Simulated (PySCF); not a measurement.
A structure optimised at PBE-D3(BJ)/def2-TZVP, used in a PySCF frequency run:

```
Zn
F 1 1.7445
F 1 1.7445 2 180.00
```
Charge 0, spin multiplicity 1.

Task: Write its SMILES, formula and point group.

Result: [F][Zn][F], F2Zn, D∞h

Task: What are its rotational constants (standard atomic weights)?

Result: 4.3706 GHz (linear rotor, B only)
